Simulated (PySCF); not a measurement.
A structure optimised at B3LYP-D3(BJ)/def2-SVP, used in a PySCF frequency run:

```xyz
10

C      2.0638     1.9242     0.2672
C      1.3410     1.0115    -0.0902
Si     0.1784    -0.3138    -0.5824
F      0.8053    -1.7566    -0.1408
Si    -1.8603    -0.0029     0.5371
H      2.7080     2.7268     0.5787
H      0.0451    -0.3195    -2.0634
H     -2.8256    -1.0825     0.1787
H     -1.6270    -0.0137     2.0096
H     -2.4306     1.3170     0.1361
```
Charge 0, spin multiplicity 1.

**Question.** Write its SMILES and formula.

**Answer.** C#C[Si@@H](F)[SiH3], C₂H₅FSi₂

**Question.** What are its rotational constants (standard atomic weights)?

**Answer.** 3.7492, 2.0584, 1.4603 GHz
